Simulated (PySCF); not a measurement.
A calculated (UHF, PySCF 2.14, cc-pVTZ-DK, scalar relativity by spin-free X2C-1e) atom or ion has these occupied shells.

```tsv
shell	electrons	orbital energy (eV)	rms radius, mean of both spins (bohr)
1s α	1	-1877.0	0.129
1s β	1	-1876.7	0.129
2s α	1	-168.32	0.612
2s β	1	-168.03	0.612
2p α	3	-115.99	0.599
2p β	3	-115.43	0.599
3s α	1	-16.894	2.38
3s β	1	-12.630	2.38
3p α	2	-8.167	2.97
```

Problem. Name the element and its charge.

Solution. Si (silicon, neutral), in [Ne] 3s2 3p2, high-spin 3P determinant.
